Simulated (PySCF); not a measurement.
Calculation: PBE-D3(BJ)/def2-TZVP // PBE0-D4/def2-TZVP (PySCF). Gas-phase values, no solvent. 

Reference species (SMILES): `[H]/[C]=C\C` (neutral, multiplicity 2).

| Property | Result |
|---|---|
| dipole moment | 1.13 D |
| highest occupied spin orbital | -5.27 eV |

Changed species: `C=[C]C` (H atom removed from C2; the reference has H atom removed from C1).

### Question
Give the shifts of the dipole moment and highest occupied spin orbital.

### Answer
the dipole moment drops by 0.18 D, to 0.95 D; the highest occupied spin orbital rises by 0.46 eV, to -4.81 eV.
